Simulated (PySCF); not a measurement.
Se(OH)(OMe) (CH₄O₂Se), SMILES CO[Se]O.

Geometry optimised at B3LYP-D3(BJ)/def2-SVP. The structure was generated by enumeration, and PubChem lists no compound with its InChIKey, so it may never have been made. The values are those of a single conformer.

Two levels are set side by side: TDA-PBE/def2-SVPD (PySCF) and TDA-B3LYP/def2-SVPD (PySCF). Vertical, same geometry. The lowest singlet is HOMO→LUMO 99 % with PBE and HOMO→LUMO 97 % with the other functional; states are paired by order. Differences are taken from unrounded values.

| quantity | TDA-PBE |
|---|---|
| lowest singlet excitation (eV) | 3.63 |
| lowest triplet excitation (TDA) (eV) | 2.92 |
| first bright state (f over 0.05) (eV) | 6.37 |
| its oscillator strength | 0.05 |

Task: These are the TDA-PBE values. What does TDA-B3LYP give? (The exact figures need the calculation; the answer reports its results.)

Result: 
```
quantity                               TDA-B3LYP  TDA-PBE minus TDA-B3LYP
-------------------------------------  ---------  -----------------------
lowest singlet excitation (eV)              3.77                    -0.14
lowest triplet excitation (TDA) (eV)        3.05                    -0.12
first bright state (f over 0.05) (eV)       7.25                    -0.88
its oscillator strength                     0.12                    -0.07
```

A lower first singlet is the usual sign of a functional without exact exchange. Differences between two approximate levels are no errors against the true value.

Rough cost on one machine, each run with all the roots and properties that it gave: TDA-B3LYP against TDA-PBE about 2 times.
